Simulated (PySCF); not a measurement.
In(H)(F)(OEt) (C₂H₆FInO), SMILES CC[O][InH][F].

The structure is a stationary point at B3LYP-D3(BJ)/def2-SVP. The structure was generated by enumeration; whether it is a known compound was not checked. The def2 effective core potentials stand for the cores of In; spin–orbit coupling is left out. The values are those of a single conformer.

Vertical ionisation energy (IE) and electron affinity (EA) in eV. Rows of orbital energies are one-electron estimates. Where ΔSCF, EOM or ADC give a negative EA the extra electron is unbound and the value depends on the basis.

```
level                                        IE    EA
-----------------------------------------  ----  ----
−ε(HOMO), −ε(LUMO), HF/def2-TZVP (PySCF)      ?     ?
−ε(HOMO), −ε(LUMO), PBE/def2-TZVP (PySCF)  6.25  2.37
```

Question: What belongs in the gaps? (An estimate is asked for; the answer gives what the named calculation found.)

Answer: 
- −ε(HOMO), −ε(LUMO), HF/def2-TZVP (PySCF), IE: 11.44
- −ε(HOMO), −ε(LUMO), HF/def2-TZVP (PySCF), EA: -0.79
